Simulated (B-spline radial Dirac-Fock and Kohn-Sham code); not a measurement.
Level of theory: Dirac-Fock densities; a radial B-spline solver.

Q: This computed X-ray form factor belongs to an atom or ion in its tabulated ground configuration. Which?

| sin θ/λ (Å⁻¹) | f₀ |
| --- | --- |
| 0.05 | 53.814 |
| 0.42 | 43.208 |
| 0.65 | 33.633 |
| 1 | 22.997 |
| 1.25 | 18.843 |
| 1.55 | 15.940 |
| 1.93 | 13.327 |
| 3.73 | 5.674 |
| 4.64 | 4.587 |

A: Tm¹⁵⁺, with 54 electrons in [Kr] 4d10 4f8. f₀ tends to the number of electrons as s goes to zero, which the first rows give only roughly, and the rate of fall reflects the nuclear charge, 69.

Q: This computed X-ray form factor belongs to an atom or ion in its tabulated ground configuration. Which?

```
sin θ/λ (Å⁻¹)      f₀
         0.05  68.392
         0.15  64.084
          0.3  54.154
          0.7  33.465
          0.8  29.993
          0.9  27.008
          1.4  17.972
            3   8.227
            5   4.502
```

A: Hf³⁺, with 69 electrons in [Xe] 4f14 5d1. f₀ tends to the number of electrons as s goes to zero, which the first rows give only roughly, and the rate of fall reflects the nuclear charge, 72.

Q: This computed X-ray form factor belongs to an atom or ion in its tabulated ground configuration. Which?

```csv
sin θ/λ (Å⁻¹),f₀
0.05,2.999
0.15,2.987
0.2,2.978
0.25,2.965
0.3,2.951
0.9,2.617
1.8,1.988
3,1.503
5,1.035
```

A: Fe²³⁺, with 3 electrons in [He] 2s1. f₀ tends to the number of electrons as s goes to zero, which the first rows give only roughly, and the rate of fall reflects the nuclear charge, 26.
